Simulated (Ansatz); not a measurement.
CH₈GaNSi, SMILES `[NH2][GaH][CH2][SiH3]`, relaxed with RKS PBE0-D4/def2-TZVP in the Gaussian-basis code of Ansatz from a PBE-D4/def2-SVP geometry. The force threshold is 0.005 eV/Å; the program also tests the step.

The species carries charge 0 and has multiplicity 1.

Start:

```xyz
12

N     1.852   -1.280    0.453
Ga    1.161   -0.224   -0.868
C    -0.802    0.043   -0.851
Si   -1.413    0.962    0.678
H     2.846   -1.492    0.553
H     1.301   -1.719    1.193
H     2.189    0.387   -1.889
H    -1.291   -0.954   -0.883
H    -1.105    0.595   -1.764
H    -0.751    2.312    0.791
H    -1.082    0.184    1.927
H    -2.906    1.185    0.660
```

```tsv
step	energy (eV)	largest force (eV/Å)	largest move (Å)
1	-62901.7049	0.663	0.000
2	-62901.7398	0.159	0.025
3	-62901.7427	0.020	0.021
4	-62901.7428	0.011	0.023
5	-62901.7430	0.009	0.010
6	-62901.7430	0.005	0.008
7	-62901.7431	0.009	0.029
8	-62901.7432	0.008	0.015
9	-62901.7432	0.006	0.018
10	-62901.7433	0.008	0.014
11	-62901.7433	0.019	0.043
12 (rejected)	-62901.7433	0.036	0.057
13	-62901.7434	0.018	0.028
14	-62901.7435	0.019	0.023
15	-62901.7435	0.015	0.015
16	-62901.7436	0.008	0.017
17	-62901.7436	0.003	0.008
```

End:

```xyz
12

N     1.823   -1.199    0.492
Ga    1.143   -0.248   -0.898
C    -0.800    0.069   -0.875
Si   -1.383    0.904    0.684
H     2.798   -1.421    0.598
H     1.276   -1.535    1.267
H     2.149    0.242   -1.987
H    -1.301   -0.902   -0.956
H    -1.085    0.660   -1.749
H    -0.682    2.204    0.880
H    -1.089    0.048    1.867
H    -2.848    1.178    0.676
```

Run time 77 s (4 threads of an Arm Neoverse V1 on a shared host); peak host memory 0.57 GiB.
